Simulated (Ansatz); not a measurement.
Reaction (ligand exchange at the Si–C bond): `C[SiH](S)CF` + HCl → `FC[SiH](S)Cl` + CH₄

Gas-phase electronic energies from Ansatz, PBE0-D4/def2-TZVP geometries. CBS: MP2 limit from def2 TZ/QZ plus the TZ coupled-cluster correction, frozen cores. This one scheme is used for every species. Functionals use def2-TZVPP. Each species was taken in one conformer, which may not be the lowest.

```json
{"level": "PBE-D4", "ΔE (kJ/mol)": "-96.4"}
{"level": "PBE0-D4", "ΔE (kJ/mol)": "-97.2"}
{"level": "B2PLYP", "ΔE (kJ/mol)": "-99.8"}
{"level": "PBE", "ΔE (kJ/mol)": "-96.9"}
{"level": "CCSD/def2-TZVPP", "ΔE (kJ/mol)": "-93.2"}
{"level": "CCSD(T)/def2-TZVPP", "ΔE (kJ/mol)": "-93.0"}
{"level": "SCS-MP2/def2-QZVPP", "ΔE (kJ/mol)": "-99.7"}
{"level": "MP2/CBS(def2)", "ΔE (kJ/mol)": "-101.7"}
```

(1) What does CCSD(T)/CBS give? (An estimate is asked.)

Largest T1 diagnostic among the species: 0.011.

Results:

(1) The calculation gave: -96.4 kJ/mol. The listed levels differ from it by 0.0, -0.8, -3.4, -0.5, 3.2, 3.4, -3.3, -5.3 kJ/mol.

In def2-TZVPP, CCSD(T) changes the Hartree–Fock value by +11.4 kJ/mol (the triples alone add +0.2 kJ/mol) and MP2 by +6.2 kJ/mol.
